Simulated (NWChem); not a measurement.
System meant: Si2NH5, singlet; SMILES N[Si][SiH3]

Input file for NWChem:

```
start job
memory heap 200 mb stack 900 mb global 1100 mb
geometry units angstroms noautosym nocenter noautoz
  Si    -0.878398     0.845898    -0.002946
  N      0.675731     1.623715     0.000647
  H      0.753523     2.646660     0.000776
  H      1.601565     1.180565     0.002906
  Si     0.045037    -1.400755    -0.001227
  H      1.562743    -1.414699     0.003887
  H     -0.406570    -2.183036    -1.213609
  H     -0.414852    -2.185279     1.206558
end
basis spherical
  Si library 6-31g*
  N library 6-31g*
  H library 6-31g*
end
dft
  xc m06-2x
  iterations 150
end
property
  shielding 7 1 2 3 4 5 6 7
end
task dft property
```

End of the output:

```
 Vector   23  Occ=0.000000D+00  E= 7.598331D-02
              MO Center= -3.3D-01, -8.6D-01, -2.2D-03, r^2= 6.1D+00
   Bfn.  Coefficient  Atom+Function         Bfn.  Coefficient  Atom+Function
  ----- ------------  ---------------      ----- ------------  ---------------
    10      1.329223  1 Si s                 47      1.001255  5 Si px
    48     -0.944010  5 Si py                46     -0.877244  5 Si s
    11      0.731318  1 Si px                12     -0.732420  1 Si py
    56     -0.583724  6 H  s                 24     -0.424495  2 N  s
    36     -0.285312  4 H  s                 25      0.254612  2 N  px

 center of mass
 --------------
 x =  -0.27041979 y =   0.13210399 z =  -0.00270033

 moments of inertia (a.u.)
 ------------------
         480.355657653031          10.509430359697          -0.235184305719
          10.509430359697         126.458003883019          -0.047635070280
          -0.235184305719          -0.047635070280         585.732186655005

     Multipole analysis of the density
     ---------------------------------

     L   x y z        total         alpha         beta         nuclear
     -   - - -        -----         -----         ----         -------
     0   0 0 0     -0.000000    -20.000000    -20.000000     40.000000

     1   1 0 0      0.615449      3.936497      3.936497     -7.257546
     1   0 1 0      0.674838     -1.214252     -1.214252      3.103342
     1   0 0 1      0.001680      0.051272      0.051272     -0.100864

     2   2 0 0    -26.541656    -48.872947    -48.872947     71.204238
     2   1 1 0      3.186379      1.837712      1.837712     -0.489046
     2   1 0 1     -0.001744     -0.077119     -0.077119      0.152494
     2   0 2 0    -25.500724   -148.242562   -148.242562    270.984399
     2   0 1 1      0.005494     -0.013679     -0.013679      0.032852
     2   0 0 2    -26.172337    -18.315633    -18.315633     10.458928

          -----------------------------------------
          Chemical Shielding Tensors (GIAO, in ppm)
          -----------------------------------------

 ------------------------------------------------------------------------
  xm06: d2 not coded                    0
 ------------------------------------------------------------------------
 ------------------------------------------------------------------------
  current input line :
    25: task dft property
 ------------------------------------------------------------------------
 ------------------------------------------------------------------------
 This error has not yet been assigned to a category
 ------------------------------------------------------------------------
 For more information see the NWChem manual at https://nwchemgit.github.io

0: xm06: d2 not coded:Received an Error in Communication
```

Problem. Can this run be used? If not, why, and what is the fix?

Solution. The run crashed. Cause: this functional's second derivatives, which shieldings need, aren't coded here; the fix takes a hybrid GGA instead. This input runs:
```
start job
memory heap 200 mb stack 900 mb global 1100 mb
geometry units angstroms noautosym nocenter noautoz
  Si    -0.878398     0.845898    -0.002946
  N      0.675731     1.623715     0.000647
  H      0.753523     2.646660     0.000776
  H      1.601565     1.180565     0.002906
  Si     0.045037    -1.400755    -0.001227
  H      1.562743    -1.414699     0.003887
  H     -0.406570    -2.183036    -1.213609
  H     -0.414852    -2.185279     1.206558
end
basis spherical
  * library 6-31g*
end
dft
  xc pbe0
  iterations 150
end
property
  shielding 7 1 2 3 4 5 6 7
end
task dft property
```
It converges to -636.36661 Ha (PBE0/6-31G* (spherical d), GIAO).
